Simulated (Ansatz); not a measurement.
Species: C4H9B, SMILES `B/C(C)=C\C` (charge 0, multiplicity 1), formula C$_{4}$H$_{9}$B.

Problem. How many basis functions does frozen-core CCSD(T)/cc-pVTZ // M06-2X/def2-TZVP (Ansatz, a first-principles code) use, how many core orbitals are frozen, and how many electrons are correlated?

Solution. 276 basis functions and 5 frozen orbitals, which leaves 28 correlated electrons. Core time is of the order of minutes.
